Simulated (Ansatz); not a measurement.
A nudged elastic band was laid between two geometries of ClH₅OSi₂ (9 atoms, charge 0, multiplicity 1).

Theory: RKS r2SCAN-D4/def2-SVP in Ansatz 0.2.0.

| Item | Value |
| --- | --- |
| movable images | 7 |
| climbing image | yes |
| spring | 5.0 eV/Å² |
| optimiser | quadratic models (default) |
| start path | through a guess of the saddle point |
| force threshold | 0.05 eV/Å |
| iteration limit | 60 |
| end points | relaxed |

Image 0:

```xyz
9
Properties=species:S:1:pos:R:3
Si 0.407 1.534 0.265
O -0.398 0.176 -0.266
Si -0.557 -1.454 -0.359
Cl 1.123 -2.369 0.435
H 0.680 2.414 -0.905
H 1.690 1.147 0.918
H -0.455 2.259 1.241
H -1.732 -1.894 0.435
H -0.670 -1.859 -1.782
```

Image 8:

```xyz
9
Properties=species:S:1:pos:R:3
Si 0.276 1.379 0.293
O -0.347 -0.004 -0.544
Si -0.739 -1.607 0.647
Cl 1.088 -2.519 -0.087
H 0.738 2.299 -0.781
H 1.399 0.971 1.173
H -0.870 1.933 1.047
H 0.172 -0.332 -1.302
H -1.629 -2.166 -0.462
```

Q: Which bonds break or form, and what moves?

A: Bonds broken: Si3–H8. Bonds formed: O2–H8.

Q: What energy profile does the band end with?

A: It converged. The highest image is number 3 of 0 to 8, 77.0 kcal/mol above the first end and 20.0 kcal/mol above the last; the last end lies 56.9 kcal/mol above the first. The profile has 2 maxima (images 3, 6) with wells between them (image 5): this band takes more than one step, which may be the mechanism or a detour left from its start path. Neighbouring images differ by up to 3.3 eV, so the band resolves the path poorly. A vibrational analysis at the climbing image gives one clearly imaginary mode, 1369i cm⁻¹: a first-order saddle point. The orbitals stay closed-shell, which can raise the energy where a bond breaks towards radicals; this wasn't checked here.

```
image  path coordinate (Å)  energy (kcal/mol)  Si3–H8 (Å)  O2–H8 (Å)
    0                 0.00                0.0        1.48       2.56
    1                 1.46                0.7        1.49       2.57
    2                 2.92                1.0        1.48       2.53
    3                 4.38               77.0        1.66       1.23
    4                 6.02               57.1        2.55       0.97
    5                 7.66               56.8        2.57       0.97
    6                 9.30               58.1        2.59       0.97
    7                10.94               57.8        2.53       0.97
    8                12.58               56.9        2.50       0.98
```

Q: What is the geometry of the highest image?

A: 
```xyz
9
Properties=species:S:1:pos:R:3:forces:R:3
Si 0.363 1.376 0.248 0.00 0.00 0.00
O 0.068 -0.249 0.677 0.00 0.00 -0.01
Si -0.716 -1.692 -0.270 0.00 0.00 0.00
Cl 0.837 -3.074 -0.475 0.00 0.00 0.00
H 1.076 1.353 -1.059 0.00 0.00 0.00
H 1.184 2.012 1.311 0.00 0.00 0.00
H -0.940 2.087 0.117 0.00 0.00 0.00
H -0.974 -0.769 1.086 0.00 0.00 0.00
H -0.808 -1.091 -1.651 0.00 0.00 0.00
```

Run time: 16 min on 2 threads of AMD EPYC 7R43 64-Core Processor (Zen 3) (shared host), peak memory 0.18 GiB.
